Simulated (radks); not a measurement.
The numbers below are computed, except where a source is named.
Neutral europium, 63 electrons, occupied as [Xe] 4f(up 4.5, down 2.5) 6s2 (fractional occupations, a model configuration). Code: a radial shooting solver on a logarithmic mesh with Libxc functionals. Model: scalar-relativistic Kohn-Sham, BLYP, spin-polarised, spherical densities, finite nucleus; Fermi nuclear charge, rms radius 5.1115 fm.

Local quantities along the radius. ELF = 1/(1 + alpha^2) is the electron localisation function; alpha = (tau - tau_W)/tau_unif compares the Pauli kinetic energy density with that of the uniform gas (summed over spins); -r V(r) is the screened charge that the Kohn-Sham potential of spin up presents (atomic units); s = |grad rho|/(2 (3 pi^2)^(1/3) rho^(4/3)) is the reduced gradient; r v_xc is r times the local exchange-correlation potential of spin up (hartree bohr). tau is taken from the large components.

r (bohr)	ELF	alpha	-r V(r)	s	r v_xc
0.002362	0.999	0.02854	62.20	0.5991	-0.1809
0.003227	0.999	0.03326	61.88	0.5630	-0.2191
0.004373	0.998	0.04121	61.47	0.5478	-0.2649
0.005975	0.997	0.05594	60.90	0.5517	-0.3199
0.008162	0.993	0.08483	60.15	0.5764	-0.3803
0.01115	0.979	0.1478	59.15	0.6231	-0.4403
0.01523	0.917	0.3013	57.86	0.6864	-0.4913
0.02065	0.691	0.6689	56.25	0.7242	-0.5254
0.02821	0.373	1.295	54.17	0.6159	-0.5508
0.03853	0.372	1.300	51.60	0.3591	-0.6162
0.05264	0.638	0.7524	48.52	0.2867	-0.7684
0.07192	0.741	0.5918	44.81	0.4016	-0.8826
0.09747	0.512	0.9754	40.62	0.4966	-0.9019
0.1332	0.351	1.358	35.80	0.2970	-0.9333
0.1819	0.662	0.7140	30.71	0.2506	-1.152
0.2485	0.699	0.6555	25.45	0.5026	-1.190
0.3368	0.243	1.764	20.36	0.5327	-1.028
0.4601	0.536	0.9302	15.47	0.1679	-1.233
0.6286	0.712	0.6364	10.97	0.4164	-1.355
0.8588	0.399	1.226	7.388	0.6341	-1.191
1.173	0.382	1.272	4.853	0.5088	-1.108
1.59	0.608	0.8022	3.154	0.6733	-1.069
2.172	0.355	1.348	1.982	1.114	-0.8776
2.968	0.117	2.746	1.290	1.137	-0.7251
4.054	0.526	0.9502	0.9050	1.024	-0.6747
5.539	0.937	0.2597	0.6455	1.805	-0.5855
7.507	0.948	0.2333	0.4409	3.918	-0.4321
10.26	0.628	0.7693	0.2742	11.11	-0.2737
14.01	0.010	10.02	0.1635	44.83	-0.1635

On this mesh the ELF has minima near r = 0.033, 0.13, 0.34, 1.00, 3.0 bohr, which separate the shells, and maxima near 0.072 (0.74), 0.21 (0.74), 0.54 (0.71), 1.6 (0.61), 6.4 (0.96).
